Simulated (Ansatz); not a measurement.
Input file for Ansatz (an electronic-structure program): U-wB97X-V/cc-pVTZ on C2H5B (SMILES BC=C), a point of a bond scan (R = 1.194 Å).

Ansatz 0.2 input:
```yaml
crystal:
  periodic: [false, false, false]
  atoms:
    - {symbol: B, position_ang: [-0.19234175, 0.13481091, 1.34229151]}
    - {symbol: H, position_ang: [-0.50441493, 1.28521043, 1.41149558]}
    - {symbol: H, position_ang: [-0.13703202, -0.51541306, 2.34021942]}
    - {symbol: C, position_ang: [0.12716890, -0.46653708, -0.03328683]}
    - {symbol: C, position_ang: [0.06087359, 0.27672265, -1.14769155]}
    - {symbol: H, position_ang: [0.41541955, -1.50959045, -0.14140796]}
    - {symbol: H, position_ang: [0.28056560, -0.11861991, -2.13457537]}
    - {symbol: H, position_ang: [-0.22108437, 1.32324500, -1.10131893]}
basis:
  gaussian:
    orbitals: cc-pVTZ
hamiltonian:
  xc: {name: wB97X-V}
magnetization: {spin_polarized: true, initial_magnetization: 0}
```

The head of its log:

```
WARN ansatz: RAYON_NUM_THREADS=1 ignored (pool sized by the plan → 1); use --threads N
Functional definition: wB97X-V
integrals: 0.07 GiB planned
840 factors; their error is unknown
integrals: 0.10 GiB planned
222 factors; integrals over basis functions are off by at most 1.6e-5 eV
mean field: 0.89 GiB planned
mean field evaluation 1: about -2828.5093 eV, gradient 2.1e1 eV
mean field evaluation 2: about -2829.7639 eV, gradient 1.4e1 eV
```

**Question.** What total energy does the run end on?

**Answer.** -104.0235 hartree.
